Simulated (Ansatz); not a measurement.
`C[Se][Ti]([Cl])([Cl])[Cl]`, relaxed with RKS PBE0-D4/def2-TZVP in the Gaussian-basis code of Ansatz from a PBE-D4/def2-SVP geometry. The force threshold is 0.005 eV/Å; the program also tests the step.

The species carries charge 0 and has multiplicity 1.

Start:

```xyz
9

C     0.300   -1.004   -1.269
Se   -0.316    0.881   -1.238
Ti   -0.311    1.028    1.142
Cl   -1.672   -0.528    1.872
Cl   -0.961    3.060    1.560
Cl    1.733    0.579    1.795
H     1.287   -1.079   -0.776
H    -0.441   -1.644   -0.754
H     0.382   -1.294   -2.333
```

Task: By how much does the energy fall, and how many steps does the optimiser take? (Estimate.)

Result: The calculation gave: 0.03 eV, in 4 steps.

Task: Which bonds change most? (Estimate.)

Result: Ansatz gave: C1–Se2 from 1.984 to 1.964 Å; C1–H8 from 1.105 to 1.088 Å; C1–H7 from 1.105 to 1.088 Å; C1–H9 from 1.106 to 1.088 Å.

Task: Give the relaxed structure. (An estimate is asked.)

Result: Computed: 
```xyz
9

C     0.303   -1.014   -1.287
Se   -0.303    0.853   -1.210
Ti   -0.309    1.025    1.152
Cl   -1.670   -0.497    1.918
Cl   -0.962    3.055    1.536
Cl    1.715    0.605    1.846
H     1.281   -1.102   -0.820
H    -0.423   -1.656   -0.792
H     0.368   -1.268   -2.343
```
